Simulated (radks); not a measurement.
Values are calculated unless marked as measured or tabulated.
Problem. Successive ionisation energies (eV) of one element, from differences of total energies of ions in their ground configurations, starting at charge 22: 651.30, 683.56, 780.35, 831.11, 882.96, 935.87, 989.82, 1044.8, 1114.1, 1172.0, 1230.9, 1290.7, 1351.6, 1413.4, 1476.1, 1797.0, 1856.8, 1917.1, 1977.8, 2038.9, 2115.1, 2178.2. Level of theory: scalar-relativistic Kohn-Sham, LDA (Slater exchange, VWN5 correlation), spin-polarised, spherical densities, finite nucleus; open shells are filled with parallel spins first (spin-orbit coupling, left out, can overturn this in heavy ions); Fermi nuclear charge, rms radius 5.5211 fm (a radial shooting solver on a logarithmic mesh with Libxc functionals). Which element is it?

Solution. Bismuth (Z = 83). The first species listed is Bi22+ in [Kr] 4d10 4f13 5s2, the last Bi43+ in [Kr] 4d4.
